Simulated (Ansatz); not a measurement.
Mulliken charges of `[SH][Ga]([SH])[SH]` from B3LYP/def2-TZVPP in Ansatz (PBE0-D4/def2-TZVP geometry).

```tsv
atom	x (Å)	y (Å)	z (Å)	charge (e)
S1	-1.837	1.192	0.473	-0.235
Ga2	-0.152	-0.197	0.251	0.402
S3	-0.147	-1.980	1.527	-0.240
S4	1.500	0.113	-1.166	-0.239
H5	-1.384	2.041	-0.463	0.101
H6	1.009	-2.439	1.020	0.109
H7	1.011	1.270	-1.643	0.103
```

Question: By hand: the dipole of these point charges (1 e Å = 4.8032 D).

Answer: Σ q r = (0.122, 0.160, -0.203) e Å, of length 0.286 e Å = 1.37 D.

Question: How does the dipole of the full density compare? (Estimate.)

Answer: Computed: (0.119, 0.174, -0.211) e Å, 1.43 D; the point charges give 0.96 times that, at 2° from its direction.

Point charges leave out the atoms' own dipoles, such as those of lone pairs, and Mulliken's split depends on the basis, so the close match here is no proof of good charges.

B3LYP here is the variant with VWN-RPA as its local correlation; programs differ in this.
